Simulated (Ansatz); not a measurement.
`[F][In]([Br])[Br]` + H₂S → `[SH][In]([Br])[Br]` + H–F at 700 K and 1 bar (ligand exchange at the In–F bond).

Calculated with Ansatz (gas phase, PBE0-D4/def2-TZVP geometries, no zero-point term in ΔE). CBS: MP2 limit from def2 TZ/QZ plus the TZ coupled-cluster correction, frozen cores. This one scheme is used for every species. Elements past krypton have def2 core potentials. For Br, In outer-core shells are correlated without core-valence functions, which leaves a few kJ/mol of doubt a bond. Scalar relativity is left out up to krypton. Each species was taken in one conformer, which may not be the lowest.

```csv
species,CCSD(T)/CBS energy (Eh),H − E (kJ/mol),S (J/(mol·K))
`[F][In]([Br])[Br]`,-5436.38187,59.3,430.2
H₂S,-398.97279,64.8,236.9
`[SH][In]([Br])[Br]`,-5734.97677,87.8,469.6
H–F,-100.39570,45.2,198.5
```

H − E and S are ideal-gas, rigid-rotor, harmonic terms from PBE0-D4/def2-TZVP, for one conformer and one mirror image of each species. 1 Eh = 2625.50 kJ/mol, R = 8.31446 J/(mol·K).

**Question.** By hand: ΔE, ΔH, ΔS and ΔG.

**Answer.** ΔE = (-5734.97677) + (-100.39570) − (-5436.38187) − (-398.97279) = -0.01781 Eh = -46.8 kJ/mol. Δ(H − E) = 87.8 + 45.2 − 59.3 − 64.8 = 8.9, so ΔH = -37.9 kJ/mol. ΔS = 469.6 + 198.5 − 430.2 − 236.9 = 1.0 J/(mol·K). ΔG = -37.9 − 700 × (1.0)/1000 = -38.6 kJ/mol.

**Question.** By hand: the equilibrium constant, and the temperature at which ΔG would vanish if ΔH and ΔS stayed fixed.

**Answer.** log₁₀ K = −ΔG/(RT ln 10) = 2.9. ΔH and −TΔS have one sign here, so there is no such temperature.

The number of gas molecules stays the same, so ΔS is small and ΔH decides. A doubt of 5 kJ/mol in ΔE shifts log₁₀ K by 0.4 here. Other conformers and mirror images would add mixing entropy, several J/(mol·K) or more a flexible species. These are equilibria of isolated gas molecules and say nothing of rates. Largest T1 diagnostic: 0.012 (customary marks: 0.02 for closed shells, 0.045 for open ones).

ΔS is within the doubt of such terms, so its sign, and with it that verdict, could turn.
